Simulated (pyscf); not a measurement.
PySCF, gas phase, ωB97X-D3(BJ)/def2-SVP geometries.

### Question
How much does it cost (ΔH, 298 K, ωB97M-D3(BJ)/def2-TZVP) to split `[OH][Ga]([F])[O][SiH3]` at its Ga–O bond into [HO–Ga–F]• + •O–SiH₃?

### Answer
Ga–O to [HO–Ga–F]• + •O–SiH₃: 102.6 kcal/mol. The 7 functionals that were run give +96.0 (PBE) to +107.4 kcal/mol (M06-2X). The radicals are drawn with the spin at the cut bond; how far it spreads was not checked. •O–SiH₃ lies 24.9 kcal/mol over its isomer HO–SiH₂•, and others may lie lower still (electronic energy, ωB97M-D3(BJ)). Other isomers of [HO–Ga–F]• were not searched in full and may lie lower. Elements up to Kr have no core potential and no relativistic terms here.
